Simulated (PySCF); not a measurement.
## B²⁺ (boron, charge +2) across methods

[He] 2s1, 2S determinant. Computed with PySCF 2.14 in x2c-QZVPPall with one added diffuse shell each of s, p, d, f type (8s5p4d3f1g, 73 functions), with the spin-free X2C one-electron Hamiltonian (Gaussian nucleus). The B2PLYP total includes its PT2 part (frozen core); its orbital energies are those of the SCF part.

| method | E (hartree) | mean ε 1s α (eV) | mean ε 1s β (eV) | mean ε 2s α (eV) | Σ⟨r²⟩ (bohr²) | ⟨S²⟩ |
| --- | --- | --- | --- | --- | --- | --- |
| LDA | -23.1424 | -209.32 | -208.52 | -32.368 | 3.408 | 0.750 |
| M06-2X | -23.4445 | -225.54 | -224.73 | -35.414 | 3.338 | 0.750 |
| BP86 | -23.4297 | -211.58 | -210.88 | -32.669 | 3.369 | 0.750 |
| PBE0 | -23.4061 | -218.82 | -217.80 | -34.064 | 3.381 | 0.750 |
| B2PLYP | -23.4262 | -227.29 | -226.05 | -35.412 | 3.375 | 0.750 |
| r2SCAN | -23.4313 | -214.34 | -213.68 | -32.918 | 3.384 | 0.750 |
| UHF | -23.38264 | -240.60 | -238.85 | -37.834 | 3.412 | 0.750 |
| PBE | -23.3960 | -211.33 | -210.52 | -32.665 | 3.378 | 0.750 |

Estimate the same row for TPSS.

E (hartree) = -23.4474; mean ε 1s α (eV) = -213.38; mean ε 1s β (eV) = -212.62; mean ε 2s α (eV) = -32.786; Σ⟨r²⟩ (bohr²) = 3.366; ⟨S²⟩ = 0.750.
